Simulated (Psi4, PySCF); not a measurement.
The Psi4 input:
```
memory 2 GB

molecule {
0 2
  O     0.08881149    1.41624147   -0.02329658
  C     0.00962973    0.14136308    0.27258208
  H     0.01101452    0.11356863    1.39709535
  C    -1.32014766   -0.54404154   -0.11876877
  C     1.24109746   -0.70477262   -0.12589560
  H    -1.36361392   -0.61281193   -1.20330932
  H     1.26961269   -0.77806021   -1.21063645
  H    -2.16293297    0.05262281    0.21942231
  H     2.15372551   -0.21826934    0.20741092
  H    -1.38199246   -1.54074182    0.30800656
  H     1.18021755   -1.70153345    0.30087704
}

set basis 6-31g*
set reference uks
set scf_type pk
set puream true
set d_convergence 1e-8
set dft_radial_points 99
set dft_spherical_points 590

energy('blyp')
print_variables()
```

Q: Write the same job for PySCF.

A: This is not unique; one that fits is 
```python
from pyscf import gto, scf, dft

mol = gto.M(
    atom='''
O     0.088811    1.416241   -0.023297
C     0.009630    0.141363    0.272582
H     0.011015    0.113569    1.397095
C    -1.320148   -0.544042   -0.118769
C     1.241097   -0.704773   -0.125896
H    -1.363614   -0.612812   -1.203309
H     1.269613   -0.778060   -1.210636
H    -2.162933    0.052623    0.219422
H     2.153726   -0.218269    0.207411
H    -1.381992   -1.540742    0.308007
H     1.180218   -1.701533    0.300877
''',
    basis='6-31g*',
    charge=0,
    spin=1,
    verbose=4,
)

mf = dft.UKS(mol)
mf.xc = 'blyp'
mf.grids.atom_grid = (99, 590)
mf.grids.prune = None
mf.kernel()
```

Both were run: Psi4 gave -193.585799 Eh and PySCF -193.585800 Eh, 0.001 mEh apart.
